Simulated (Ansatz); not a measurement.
## Exact exchange and the electronic atomisation energy of CH2FI (fluoroiodomethane)

The species is CH2FI (5 atoms), meant as a singlet with charge 0. SMILES: `FCI`. Geometry: relaxed at PBE0-D4/def2-TZVP.

The electronic atomisation energy y, in eV, basis def2-SVP with a core potential; a is the functional's share of exact exchange. Programs: Ansatz 0.2.0.

| functional | program | a | y (eV) |
| --- | --- | --- | --- |
| PBE | Ansatz | 0 | 16.91 |
| BLYP | Ansatz | 0 | 16.29 |
| B3LYP | Ansatz | 0.2 | 16.17 |
| PBE0 | Ansatz | 0.25 | ? |
| r2SCAN0 | Ansatz | 0.25 | 15.95 |
| BHLYP | Ansatz | 0.5 | 15.43 |

Q: Fit y = c + s·a to the known rows and predict PBE0.

A: 
1. Means of the 5 rows: a = 0.1900, y = 16.150.
2. Σ(Δa)² = 0.172, Σ(Δa·Δy) = -0.406, so the slope is -0.406/0.172 = -2.3605.
3. Intercept: 16.150 − (-2.3605) × 0.1900 = 16.598. The largest residual of the fit is 0.31.
4. PBE0: 16.598 + (-2.3605) × 0.25 = 16.01 eV.

The run gave 16.35 eV, so the prediction is off by -0.34 eV, about the scatter of the fit. The rows mix families of semi-local functionals, which the line can't see. Spin-orbit coupling is left out.
